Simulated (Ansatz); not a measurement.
Compare A (`C[SiH2][Te][SiH3]`) with its isomer B (`[SiH3]C[Te][SiH3]`).

Computed with Ansatz on PBE0-D4/def2-TZVP structures; ΔE is electronic, products minus reactants. CCSD(T)/CBS adds triple-zeta CCSD(T) − MP2 to the extrapolated MP2 energy (def2 sets, frozen cores). DFT in def2-TZVPP. def2 core potentials past Kr. For Te outer-core shells are correlated without core-valence functions, which leaves a few kJ/mol of doubt a bond. One conformer a species, not always the lowest.

A:

Z-matrix (Å, degrees):
```
C
Si 1 1.867
H 1 1.092 2 110.8
H 1 1.092 2 110.5 3 119.9
H 1 1.094 2 110.3 3 -119.9
Te 2 2.502 1 112.2 3 -60.2
H 2 1.486 1 111.1 3 -177.9
H 2 1.488 1 110.5 3 60.9
Si 6 2.489 2 91.3 1 73.3
H 9 1.485 6 110.9 2 62.6
H 9 1.486 6 111.1 2 -58.3
H 9 1.484 6 107.1 2 -177.6
```

B:

```xyz
12

Si   -1.3074    1.1599   -0.3318
C     0.4763    1.0880   -0.8856
Te    1.0862   -0.9270   -1.3774
Si    0.8416   -1.8480    0.9244
H    -1.4870    0.3138    0.8775
H    -1.6986    2.5569    0.0116
H    -2.1910    0.6587   -1.4144
H     0.6276    1.6515   -1.8086
H     1.1713    1.4717   -0.1383
H    -0.5472   -2.2393    1.2725
H     1.3192   -0.8337    1.9003
H     1.7090   -3.0525    0.9696
```

**Question.** Which isomer does CCSD(T)/CBS put lower? Give the gap. (An estimate is asked.)

**Answer.** Ansatz gave: A, by 102.4 kJ/mol.

**Question.** Give E(B) − E(A) in kJ/mol with B2PLYP, BLYP-D4, HF/def2-TZVPP, PBE0-D4, r2SCAN-D4, ωB97M-V, CCSD(T)/def2-TZVPP. (Estimate.)

**Answer.** Ansatz gave: B2PLYP 104.6, BLYP-D4 97.9, HF/def2-TZVPP 109.7, PBE0-D4 111.1, r2SCAN-D4 110.4, ωB97M-V 105.8, CCSD(T)/def2-TZVPP 100.2. None reverses the order clearly.

**Question.** Does the order hold for the free energy at 298.15 K (harmonic terms from PBE0-D4)? (Estimate.)

**Answer.** Computed: Yes: G(B) − G(A) = +99.3 kJ/mol, for one conformer each. Modes under 60 cm⁻¹, often nearly free rotors, make the harmonic entropy too high.

Largest T1 diagnostic: 0.011.

From BLYP to BHLYP (50 % exact exchange), in def2-TZVPP and without D4, E(B) − E(A) moves by +6.7 kJ/mol. In def2-TZVPP, CCSD(T) changes the Hartree–Fock value by −9.6 kJ/mol (the triples alone add −1.6 kJ/mol) and MP2 by −4.6 kJ/mol.
